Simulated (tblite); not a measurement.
CF₃ (SMILES F[C-](F)F), charge -1, singlet, geometry from GFN2-xTB; GFN1-xTB in tblite.

tblite was given this input:
```
$ tblite run mol.xyz --method gfn1 --charge -1 --spin 0 --spin-polarized --json tblite.json --no-restart

# file mol.xyz
4

C      0.01018319    -0.00657116     0.53245374
F     -0.01807559     1.27792011    -0.10226750
F      1.11097537    -0.62281319    -0.14731810
F     -1.09968858    -0.65072614    -0.10538356
```

**Question.** Write the output that tblite gives for this input, abridged.

**Answer.** 
```
xTB calculator
 | screened Coulomb repulsion
 | Coulomb electrostatics
 |  * isotropic Klopman-Ohno-Mataga-Nishimoto electrostatics
 |  * onsite third-order electrostatics
 | DFT-D3(BJ) dispersion correction
 | Interactions (1)
 | [1] spin polarization

halogen bonding energy    0.0000000000000E+00 Eh
repulsion energy          1.1532550233333E-02 Eh
dispersion energy        -4.5746345472519E-04 Eh
interaction energy        0.0000000000000E+00 Eh
number of electrons       2.6000000000000E+01 e
integral cutoff           1.7350510997663E+01 bohr

------------------------------------------------------------
  cycle        total energy    energy error   density error
------------------------------------------------------------
      1     -17.67380020810  -1.7684875E+01   2.9806095E-01
      2     -17.72160280015  -4.7802592E-02   1.5072702E-01
      3     -17.72440502745  -2.8022273E-03   6.9919941E-02
      4     -17.72417355930   2.3146815E-04   2.5770682E-02
      5     -17.72490267192  -7.2911262E-04   1.3678901E-03
      6     -17.72490475474  -2.0828141E-06   2.1939189E-04
      7     -17.72490480029  -4.5553929E-08   6.0860388E-05
      8     -17.72490480389  -3.5963197E-09   5.9885737E-08
------------------------------------------------------------

electronic energy        -1.7735979890667E+01 Eh
total energy             -1.7724904803888E+01 Eh

Post processing:
 | Mayer-Wiberg bond orders

[Info] JSON dump of results written to 'tblite.json'
```
